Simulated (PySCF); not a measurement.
C₂F₃, SMILES F[C]=C(F)F (connectivity only; charge and spin as stated), charge +1, multiplicity 1. Geometry optimised at PBE-D3(BJ)/def2-SVP. The spin state was assumed, not searched. The isomer is the one that the SMILES or the coordinates give; other isomers of the formula were not compared.

All values below come from PBE-D3(BJ)/def2-SVP (PySCF 2.14.0).

Harmonic wavenumbers (cm⁻¹): 150, 306, 470, 471, 582, 819, 1360, 1454, 1699. Rotational constants (GHz): 10.53, 3.718, 2.832; symmetry number 1.

Task: Work out the zero-point energy and the ideal-gas rigid-rotor harmonic-oscillator thermochemistry at 298.15 K and 1 atm.

Result: ZPE = ½ Σ hcν = ½ × 7309 cm⁻¹ = 43.72 kJ/mol. H − E(el) = 58.39 kJ/mol. Entropy in J/(mol K): translation 163.55, rotation 106.59, vibration 26.14, total 296.28. G − E(el) = -29.95 kJ/mol. Cp = 67.29 J/(mol K). Modes under 150 cm⁻¹ make the vibrational entropy uncertain.
